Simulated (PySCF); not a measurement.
C7H7FN (doublet state).
Z-matrix (Å and degrees, GFN2-xTB geometry), rows numbered from 1:
```
N 
C   1  1.3055
C   2  1.4348  1  125.25
C   3  1.3686  2  120.69  1   179.88
C   4  1.3949  3  120.73  2     0.10
C   5  1.3977  4  120.24  3     0.02
C   6  1.5054  5  120.89  4   179.85
F   7  1.3706  6  112.14  5     0.19
C   6  1.3738  5  119.96  4    -0.13
H   1  1.0183  2  113.50  3     0.09
H   3  1.0813  2  118.37  1    -0.14
H   4  1.0804  3  120.19  2  -179.96
H   5  1.0789  4  120.11  3   179.98
H   7  1.0965  6  110.81  5   119.42
H   7  1.0965  6  110.77  5  -119.01
H   9  1.0786  2  117.27  1     0.10
```

The hyperfine couplings belong to this conformer and change with its torsions.

The species is `c1c(cc(cc1)[NH])CF` [radical].

Method: UKS B3LYP, pcH-1 on C F H N, non-relativistic, mean-field spin-orbit, GIAO in PySCF 2.14.0. Isolated species at its GFN2-xTB geometry (one conformer only). A GFN2-xTB geometry isn't a minimum of the functional, and hyperfine couplings can be far from their values at a DFT geometry. The SCF solution wasn't tested for stability. ⟨S²⟩ is 0.788 where a pure state has 0.75.

Q: Give the principal g shifts and their parts.

A: 
| Δg (ppm) | 1 | 2 | 3 |
| --- | --- | --- | --- |
| relativistic mass correction | -183 | -183 | -183 |
| gauge correction | -13 | 40 | 38 |
| orbital Zeeman/spin–orbit | 19 | 1021 | 3148 |
| total | -177 | 878 | 3003 |

So g = 2.00214, 2.00320, 2.00532 and g_iso = 2.00355; the tensor is rhombic: the two nearest values differ by 33 % of g3 − g1. Axes: g2 points within 2° of the C9–H16 bond.

Q: What are the electron Larmor frequencies g μB B/h along the three axes at 330 mT?

A: 9.2474, 9.2523, 9.2621 GHz for g1, g2 and g3, a range of 14.7 MHz.

Q: How much does each term add to the isotropic shift?

A: The orbital-Zeeman/spin–orbit term 1396, the mass correction -183 and the gauge correction 21 ppm, for a total of 1235 ppm. The orbital-Zeeman/spin–orbit term is the largest in size. The mass correction is the same along every axis, so the anisotropy comes from the other two: their spans along these axes are 53 (gauge) and 3128 ppm (orbital Zeeman/spin–orbit).

Q: What effective moment and Curie constant follow for a powder?

A: With the mean of g² = 4.0142 and S(S+1) = 0.75: μ_eff = √(⟨g²⟩S(S+1)) = 1.735 μB and χT = 0.12505·⟨g²⟩·S(S+1) = 0.376 cm³ K/mol (cgs; spin-Hamiltonian part alone).

Q: In a frozen sample, at which fields do the three g values resonate at 9.5, 34, 94 and 263 GHz (hyperfine left aside), and which band first spreads them over more than twice a line width of 0.5 mT?

A: 
| band | GHz | B(g3) mT | B(g2) mT | B(g1) mT | spread mT |
| --- | --- | --- | --- | --- | --- |
| X | 9.5 | 338.48 | 338.84 | 339.01 | 0.54 |
| Q | 34.0 | 1211.39 | 1212.67 | 1213.31 | 1.92 |
| W | 94.0 | 3349.13 | 3352.68 | 3354.45 | 5.32 |
| J | 263.0 | 9370.44 | 9380.38 | 9385.32 | 14.88 |

The spread grows in proportion to the frequency. Q band is the first where it exceeds 1.0 mT.

The Mulliken spin populations are largest on N1 (+0.59), C5 (+0.35), C9 (+0.31) and C3 (+0.29). Four atoms exceed +0.15.

The HOMO–LUMO gaps are 5.17 eV among the α and 3.94 eV among the β orbitals.

The run took 90 s of wall time (with the writing of density and orbital grids) on Arm Neoverse V1, one thread, no GPU, shared host, and the process peaked at 1.1 GiB of memory.
